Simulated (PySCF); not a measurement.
**UHF on Cu²⁺ (copper, charge +2)**

Configuration: [Ar] 3d9, 2D determinant. Computed with PySCF 2.14 in cc-pVTZ-DK, with scalar relativity by spin-free X2C-1e.

```
Total energy                                                  : -1652.277061 hartree
One-electron energy                                           : -2280.3230 hartree
Hartree (Coulomb) energy                                      : 694.1425 hartree
Exchange energy                                               : -66.0966 hartree
⟨S²⟩                                                          : 0.7513
⟨L²⟩                                                          : 6.013
Sum of ⟨r⟩                                                    : 15.84 bohr
Sum of ⟨r²⟩                                                   : 15.05 bohr²
Traceless quadrupole moment −½Σ⟨3z² − r²⟩ along its main axis : -0.326 e·bohr²
Langevin diamagnetic susceptibility                           : -11.9 ×10⁻⁶ cm³/mol
Time after the integrals                                      : 0.52 s of wall time on 1 thread of Intel(R) Xeon(R) Platinum 8488C (shared host)
```

```tsv
shell	electrons	mean orbital energy (eV)	spread (eV)	rms radius, mean of both spins (bohr)
1s α	1	-9073.5	0	0.0601
1s β	1	-9073.5	0	0.0601
2s α	1	-1160.8	0	0.254
2s β	1	-1159.7	0	0.254
2p α	3	-1001.5	1.187	0.228
2p β	3	-1000.4	0.035	0.228
3s α	1	-168.15	0	0.763
3s β	1	-165.26	0	0.763
3p α	3	-119.44	2.408	0.810
3p β	3	-115.98	1.645	0.810
3d α	5	-40.510	2.887	1.03
3d β	4	-38.852	2.249	1.03
```

Densities and radii are taken from the X2C orbitals without a picture-change correction, which distorts them close to the nucleus.
